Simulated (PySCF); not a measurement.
TaF4, SMILES [F][Ta+]([F])([F])[F], charge +1, multiplicity 1.

Coordinates come from a B3LYP-D3(BJ)/def2-SVP optimisation. The spin state was assumed, not searched. The isomer is the one that the SMILES or the coordinates give; other isomers of the formula were not compared. The def2 effective core potentials stand for the cores of Ta; spin–orbit coupling is left out.

Calculation: PySCF with TDDFT-CAM-B3LYP/def2-SVPD.

Vertical excitations; the highest root listed may be one member of a degenerate set. The molecule is in vacuum. State labels are in the subgroup D2.

Problem. List the lowest excited states. (The exact figures need the calculation; the answer reports its results.)

Solution. 
| state | symmetry | energy (eV) | λ (nm) | f | main pairs |
|---|---|---|---|---|---|
| S1 | B3 | 8.38 | 148 | 0.000 | HOMO→LUMO+1, HOMO→LUMO, HOMO−3→LUMO (degenerate set) |
| S2 | B1 | 8.38 | 148 | 0.000 | HOMO−2→LUMO, HOMO−5→LUMO+1 (degenerate set) |
| S3 | B2 | 8.38 | 148 | 0.000 | HOMO−1→LUMO+1, HOMO−1→LUMO, HOMO−4→LUMO (degenerate set) |
| S4 | B3 | 8.51 | 146 | 0.000 | HOMO−3→LUMO, HOMO−3→LUMO+1, HOMO→LUMO+1 (degenerate set) |
| S5 | B2 | 8.51 | 146 | 0.000 | HOMO−4→LUMO, HOMO−4→LUMO+1, HOMO−1→LUMO+1 (degenerate set) |
| S6 | B1 | 8.51 | 146 | 0.000 | HOMO−5→LUMO+1, HOMO−2→LUMO (degenerate set) |
| S7 | B3 | 8.52 | 146 | 0.003 | HOMO−3→LUMO+1, HOMO→LUMO, HOMO−3→LUMO, HOMO→LUMO+1 (degenerate set) |
| S8 | B1 | 8.52 | 146 | 0.003 | HOMO−5→LUMO, HOMO−2→LUMO+1 (degenerate set) |
| S9 | B2 | 8.52 | 146 | 0.003 | HOMO−4→LUMO+1, HOMO−1→LUMO, HOMO−4→LUMO, HOMO−1→LUMO+1 (degenerate set) |
| S10 | B2 | 9.18 | 135 | 0.033 | HOMO−1→LUMO 35 %, HOMO−4→LUMO+1 24 %, HOMO−1→LUMO+1 14 %, HOMO−4→LUMO 10 % |
| T1 | B3 | 7.96 | 156 | 0 | HOMO→LUMO, HOMO→LUMO+1, HOMO−3→LUMO+1 (degenerate set) |
| T2 | B1 | 7.96 | 156 | 0 | HOMO−2→LUMO+1, HOMO−5→LUMO (degenerate set) |
| T3 | B2 | 7.96 | 156 | 0 | HOMO−1→LUMO, HOMO−1→LUMO+1, HOMO−4→LUMO+1 (degenerate set) |
| T4 | B3 | 8.16 | 152 | 0 | HOMO→LUMO+1 50 %, HOMO−3→LUMO 26 %, HOMO→LUMO 13 % |
Triplets are in the Tamm–Dancoff approximation, which puts them higher than full response would, so one can lie above its singlet here.
